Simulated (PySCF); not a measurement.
ClGe, doublet, geometry from GFN2-xTB. Base run: PBE/6-311G** run with PySCF.

Here is a job for PySCF.
```python
from pyscf import gto, scf, dft

mol = gto.Mole()
mol.atom = '''
    Ge   -0.00000000   -0.00000000   -0.74753997
    Cl    0.00000000    0.00000000    1.40713406
'''
mol.basis = '6-311g**'
mol.spin = 1
mol.verbose = 4
mol.build()

mf = dft.UKS(mol)
mf.xc = 'pbe'
mf.kernel()
mf.analyze()
```

The base run was repeated with changes; each row names its change, and settings that it needs were set with it.

```json
[
 {"change": "base", "basis functions": "70", "E (Eh)": "-2536.67725", "HOMO (eV)": "-4.13", "dipole (D)": "1.57"},
 {"change": "basis = cc-pVTZ-DK; relativity = spin-free X2C; nucleus = Gaussian (with mol.nucmod = 'G')", "basis functions": "77", "E (Eh)": "-2559.97763", "HOMO (eV)": "-4.03", "dipole (D)": "1.39"},
 {"change": "basis = cc-pVTZ-DK; relativity = none", "basis functions": "77", "E (Eh)": "-2523.37114", "HOMO (eV)": "-4.08", "dipole (D)": "1.25"},
 {"change": "basis = x2c-TZVPall; relativity = spin-free X2C; nucleus = Gaussian (with mol.nucmod = 'G')", "basis functions": "85", "E (Eh)": "-2559.96272", "HOMO (eV)": "-4.00", "dipole (D)": "1.39"},
 {"change": "basis = x2c-SVPall; relativity = spin-free X2C", "basis functions": "50", "E (Eh)": "-2559.43080", "HOMO (eV)": "-3.85", "dipole (D)": "1.24"},
 {"change": "basis = x2c-TZVPall; relativity = spin-free X2C", "basis functions": "85", "E (Eh)": "-2559.97442", "HOMO (eV)": "-4.00", "dipole (D)": "1.39"},
 {"change": "basis = x2c-SVPall; relativity = spin-free X2C; nucleus = Gaussian (with mol.nucmod = 'G')", "basis functions": "50", "E (Eh)": "-2559.42004", "HOMO (eV)": "-3.85", "dipole (D)": "1.24"},
 {"change": "basis = cc-pVTZ-DK; relativity = spin-free X2C", "basis functions": "77", "E (Eh)": "-2559.99121", "HOMO (eV)": "-4.03", "dipole (D)": "1.39"},
 {"change": "basis = x2c-SVPall; relativity = none", "basis functions": "50", "E (Eh)": "-2527.64049", "HOMO (eV)": "-3.97", "dipole (D)": "0.99"},
 {"change": "basis = x2c-TZVPall; relativity = none", "basis functions": "85", "E (Eh)": "-2526.99554", "HOMO (eV)": "-4.05", "dipole (D)": "1.23"}
]
```

Totals shift with the method and basis; they matter in differences.

Open shells are given as the SCF converged; they aren't shown to be the lowest states, and a large step between rows can be another state.

Basis sets contracted for a relativistic Hamiltonian are a mismatch without it, so the rows without relativity aren't non-relativistic limits. No row has spin-orbit coupling; sets with core potentials leave out the core electrons.
